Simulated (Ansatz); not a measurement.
CH3FIOSi (`CO[Si](F)I`) radical from Hartree–Fock to CCSD(T)

```xyz
8

C    -0.5154    1.0293    0.1675
O     0.7756    0.4478    0.2681
Si    1.1747   -1.1132    0.1645
F     0.1984   -1.9669    1.1000
I     0.9002   -1.9702   -2.1245
H    -0.4217    2.0887    0.4045
H    -1.2104    0.5630    0.8697
H    -0.9014    0.9215   -0.8498
```

Charge 0, multiplicity 2. Correlated methods include outer-core shells of I, which these sets cover unevenly. I: def2 effective core potential. The geometry is a stationary point of PBE0-D4/def2-TZVP. It is one conformer, not always the lowest. Frozen core, unrestricted reference, Ansatz 0.2.0.

```csv
basis,HF (Eh),MP2 corr.,CCSD corr.,(T),CCSD(T) total
def2-SVP,-799.33506,?,-0.73014,-0.01678,?
def2-TZVPP,-799.72868,-1.24377,?,?,?
def2-QZVPP,?,-1.47826,–,–,–
```

(1) Fill in the withheld values. (Estimate.)

## Answers

(1) Computed: def2-SVP MP2 corr.: -0.69783; def2-SVP CCSD(T) total: -800.08198; def2-TZVPP CCSD corr.: -1.23276; def2-TZVPP (T): -0.03764; def2-TZVPP CCSD(T) total: -800.99908; def2-QZVPP HF (Eh): -799.74987.
